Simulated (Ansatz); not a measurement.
`C=C[SiH2][SiH3]` at its PBE0-D4/def2-TZVP geometry, where that method's forces vanish. Charge 0, multiplicity 1.

```xyz
12

C    -0.3856   -0.7392    2.1923
C     0.2396    0.0900    1.3609
Si    0.7784   -0.3885   -0.3555
Si   -0.4300    0.8145   -1.9623
H    -0.6008   -1.7685    1.9194
H    -0.7089   -0.4291    3.1821
H     0.4241    1.1102    1.6952
H     2.2286   -0.1006   -0.5456
H     0.5528   -1.8491   -0.5406
H    -1.8808    0.4989   -1.8627
H    -0.2527    2.2772   -1.7461
H     0.0351    0.4842   -3.3372
```

Q: What forces (eV/Å) does PBE-D4/def2-TZVPP give on these atoms in Ansatz? (Estimate.)

A: The calculation gave: 
```
C1  -0.171 -0.221  0.228
C2   0.188  0.190 -0.283
Si3 -0.029  0.051 -0.056
Si4  0.047 -0.044  0.053
H5  -0.050 -0.219 -0.047
H6  -0.074  0.056  0.216
H7   0.048  0.220  0.053
H8   0.150  0.029 -0.028
H9  -0.021 -0.150 -0.020
H10 -0.144 -0.029  0.007
H11  0.014  0.145  0.018
H12  0.043 -0.028 -0.140
```
